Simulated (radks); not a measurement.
Results of a calculation; reference values are marked as such.
Pd I, 46 electrons, occupied as [Kr] 4d10 (the NIST ground configuration). Code: a radial shooting solver on a logarithmic mesh with Libxc functionals. Model: scalar-relativistic Kohn-Sham, PBEsol, spin-polarised, spherical densities, point nucleus.

Unscreened Slater integrals over Kohn-Sham orbitals (hartree). They are taken over the spin-up orbitals. Empty in this configuration: 5s.

integral,value
"F0(4d,4d)",0.58359
"F2(4d,4d)",0.27763
"F4(4d,4d)",0.17770
"F0(4d,4p)",0.69005
"F2(4d,4p)",0.32364
"G1(4d,4p)",0.40071
"G3(4d,4p)",0.24226
"F0(4d,4s)",0.71158
"G2(4d,4s)",0.28757
"F0(4d,3d)",0.82105
"F2(4d,3d)",0.14323
"F4(4d,3d)",0.061313
"G0(4d,3d)",0.043972
"G2(4d,3d)",0.050464
"G4(4d,3d)",0.038261
"F0(4d,5s)",0.33152
"G2(4d,5s)",0.061008
"F0(4p,4p)",0.86258
"F2(4p,4p)",0.45053
"F0(4p,4s)",0.90281
"G1(4p,4s)",0.61072
"F0(4p,3d)",1.1218
"F2(4p,3d)",0.26209
"G1(4p,3d)",0.082839
"G3(4p,3d)",0.080672
"F0(4p,5s)",0.34671
"G1(4p,5s)",0.016301
"F0(4s,4s)",0.94972
"F0(4s,3d)",1.2133
"G2(4s,3d)",0.098095
"F0(4s,5s)",0.34891
"G0(4s,5s)",0.010368
"F0(3d,3d)",2.5422
"F2(3d,3d)",1.2629
"F4(3d,3d)",0.80482
"F0(3d,5s)",0.36265
"G2(3d,5s)",0.0051458
"F0(5s,5s)",0.26603
